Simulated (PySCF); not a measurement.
SrCl, SMILES [Sr+][Cl], charge +1.

The structure is a stationary point at r2SCAN-D4/def2-TZVPD. The spin state was assumed, not searched. The def2 effective core potentials stand for the cores of Sr; spin–orbit coupling is left out.

Two levels are set side by side: PBE/def2-TZVPD (PySCF) and M06-2X/def2-TZVPD (PySCF). Same geometry, gas phase. Differences are taken from unrounded values.

| quantity | PBE |
|---|---|
| orbital gap (eV) | 3.70 |
| highest occupied level (eV) | -11.29 |
| lowest empty level (eV) | -7.59 |
| mean polarisability (bohr³) | 36.0 |

Problem. These are the PBE values. What does M06-2X give? (The exact figures need the calculation; the answer reports its results.)

Solution. 
```
quantity                     M06-2X  PBE minus M06-2X
---------------------------  ------  ----------------
orbital gap (eV)               7.04             -3.35
highest occupied level (eV)  -13.71              2.42
lowest empty level (eV)       -6.66             -0.93
mean polarisability (bohr³)    32.6               3.5
```

Without exact exchange PBE keeps part of each electron's self-repulsion, which lifts occupied levels and narrows the gap. PBE's more diffuse valence density responds more strongly to a field. Differences between two approximate levels are no errors against the true value.

Rough cost on one machine, each run with all the roots and properties that it gave: M06-2X against PBE about 3 times.
